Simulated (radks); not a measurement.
Charge is removed step by step from the 5s1/2 level of Yb, starting from [Xe] 4f14 6s2. All-electron calculation, Dirac Kohn-Sham, LDA (Slater exchange, Perdew-Wang correlation), spin-unpolarised, spherical densities, finite nucleus; Fermi nuclear charge, rms radius 5.3108 fm. Program: a radial shooting solver on a logarithmic mesh with Libxc functionals.

| removed (e) | E - E(0) (eV) | eigenvalue (eV) | E minus straight line (eV) |
|---|---|---|---|
| 0 | 0.000 | -54.982 | 0.000 |
| 0.25 | 14.117 | -57.985 | -1.193 |
| 0.5 | 29.006 | -61.151 | -1.614 |
| 0.75 | 44.703 | -64.448 | -1.226 |
| 1 | 61.239 | -67.855 | 0.000 |

Removing the whole electron costs 61.239 eV by Delta-SCF, against 54.982 eV from minus the eigenvalue at the starting occupation. Slater's transition state (half an electron removed) gives 61.151 eV. Integrating minus the eigenvalue over the occupation (Janak's theorem) gives 61.239 eV. The mean slope of the eigenvalue, de/dn, is 12.9 eV per electron.
